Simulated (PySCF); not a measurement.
Electronic structure of Kr (krypton, neutral) at the UHF level

Configuration: [Kr], closed-shell 1S. Computed with PySCF 2.14 in def2-SVP (5s4p3d, 32 functions), with the non-relativistic Hamiltonian (point nucleus).

```json
{
 "Total energy": "-2751.669879 hartree",
 "One-electron energy": "-3830.1864 hartree",
 "Hartree (Coulomb) energy": "1172.3699 hartree",
 "Exchange energy": "-93.8534 hartree",
 "Kinetic energy": "2751.66938 hartree",
 "⟨S²⟩": "0.0000",
 "⟨L²⟩": "0.000",
 "Sum of ⟨r⟩": "26.17 bohr",
 "Sum of ⟨r²⟩": "38.92 bohr²",
 "Density at the nucleus (Gaussians lack the cusp)": "30300 bohr⁻³",
 "Langevin diamagnetic susceptibility": "-30.8 ×10⁻⁶ cm³/mol",
 "Time after the integrals": "0.1 s of wall time on 1 thread of Neoverse-N1 (shared host)"
}
```

```csv
shell,electrons,mean orbital energy (eV),"rms radius, mean of both spins (bohr)"
1s,2,-14152.8,0.0491
2s,2,-1901.3,0.203
2p,6,-1714.2,0.179
3s,2,-294.94,0.577
3p,6,-226.53,0.586
3d,10,-103.91,0.610
4s,2,-31.148,1.75
4p,6,-14.103,2.09
```
